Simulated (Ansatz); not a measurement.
This geometry of CH₅B₂I (9 atoms, charge 0, multiplicity 1) is a first-order saddle point.

Method: Ansatz 0.2.0, RHF/def2-SVPD.

```xyz
9
Properties=species:S:1:pos:R:3
B -0.471 1.478 -0.585
B -0.227 -0.246 -0.385
C 0.550 -0.887 0.819
I -1.007 -1.562 -1.939
H -1.033 1.944 -1.534
H -0.064 2.238 0.252
H 0.257 -0.413 1.761
H 0.473 -1.968 0.914
H 1.610 -0.632 0.680
```

(1) Which two structures does it join? (They come from a converged band through this point; their orientation in space is the band's.)

(2) How far does it lie above each of them?

Results:

(1) No bond is made or broken. The dihedral H6–B1–B2–I4 goes from -89 to 89°. The two ends are copies of one structure, up to a mirror image or an exchange of like atoms.

First end point:

```xyz
9
Properties=species:S:1:pos:R:3
B -0.455 1.484 -0.601
B 0.005 -0.124 -0.368
C 0.293 -0.956 0.932
I 0.286 -1.102 -2.319
H -1.612 1.784 -0.708
H 0.366 2.353 -0.705
H -0.119 -0.496 1.833
H -0.058 -1.986 0.862
H 1.381 -1.002 1.055
```

Last end point:

```xyz
9
Properties=species:S:1:pos:R:3
B -0.441 1.488 -0.597
B -0.001 -0.128 -0.373
C 0.284 -0.959 0.928
I 0.264 -1.112 -2.321
H 0.393 2.345 -0.698
H -1.593 1.809 -0.696
H -0.129 -0.498 1.827
H -0.062 -1.991 0.860
H 1.373 -1.000 1.052
```

(2) 8.4 kcal/mol above the first and 8.4 kcal/mol above the second. This is the barrier of this one path; another mechanism may lie lower.

Run time: 3.5 min on 2 threads of Arm Neoverse V2 (shared host), peak memory 0.36 GiB.
